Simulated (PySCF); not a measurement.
**Induced dipoles and field energies**

Compound: C6H7N3.
Structure used (GFN2-xTB), in Å, numbered top down from 1:
```xyz
16
C6H7N3 angstrom
C      2.3361   -1.6310   -0.7064
C      1.8678   -0.8651    0.0842
C      1.2560    0.0816    1.0002
N      0.2286    0.8520    0.3492
N      0.3729    2.1597    0.1518
N     -0.6633    2.6005   -0.4506
C     -1.5157    1.5821   -0.6670
C     -0.9585    0.4286   -0.1554
C     -1.4306   -0.9734   -0.0854
H      2.7694   -2.3042   -1.3842
H      0.8321   -0.4555    1.8579
H      2.0068    0.7961    1.3519
H     -2.4539    1.7281   -1.1604
H     -2.3822   -1.0643   -0.6018
H     -1.5661   -1.2818    0.9524
H     -0.7069   -1.6445   -0.5479
```

Level: CAM-B3LYP/def2-SVPD (PySCF); nuclei fixed, core orbitals frozen in the response. Permanent dipole (-0.376, -4.898, 0.874) D (1 au = 2.5417 D). Static polarisability (au):

```
x   88.66 -9.18  4.44
y   -9.18 96.02  2.06
z    4.44  2.06 69.54
```

Only the terms in μ and α are kept: μ(F) = μ + αF and ΔE = −μ·F − ½ F·αF.

Problem. A field of 0.005 au (0.257 V/Å) is applied along each axis in both senses. Find the induced dipole, the size of the total dipole and the two energy terms.

Solution. 
```tsv
field along	induced x (D)	induced y (D)	induced z (D)	total size (D)	−μ·F (kJ/mol)	−½F·αF (kJ/mol)
+x	1.127	-0.117	0.056	5.155	+1.942	-2.910
−x	-1.127	0.117	-0.056	5.078	-1.942	-2.910
+y	-0.117	1.220	0.026	3.818	+25.297	-3.151
−y	0.117	-1.220	-0.026	6.182	-25.297	-3.151
+z	0.056	0.026	0.884	5.189	-4.514	-2.282
−z	-0.056	-0.026	-0.884	4.943	+4.514	-2.282
```

Problem. For the field (-0.0040, 0.0005, -0.0045) au, what is the induced dipole, and what angle does it make with the field?

Solution. αF = (-0.964, 0.192, -0.838) D, at 8.2° to the field. The polarisability along this direction, F·αF/F², is 83.23 au, against a mean of 84.74 au.

Problem. Which field along μ doubles the dipole in that direction (linear response)?

Solution. The polarisability along the dipole is 92.98 au, so F = 1.9630 au / 92.98 au = 0.0211 au = 1.09 V/Å; higher-order terms are ignored.

Problem. What field makes μF equal to kT at 100 K?

Solution. kT = 0.3167 × 10⁻³ Eh, so F = 0.000161 au = 0.83 MV/cm.

Problem. Induction energy −ᾱe²/2R⁴ of a unit charge at 14 Å, the molecule taken as a point?

Solution. R = 26.46 bohr, so the energy is −84.7/(2 × 26.46⁴) Eh = -0.227 kJ/mol. The charge–dipole term at its most favourable orientation, −μe/R², is -7.36 kJ/mol.

One conformer (not necessarily the lowest) at the GFN2-xTB geometry, without solvent, vibrations or thermal averaging.
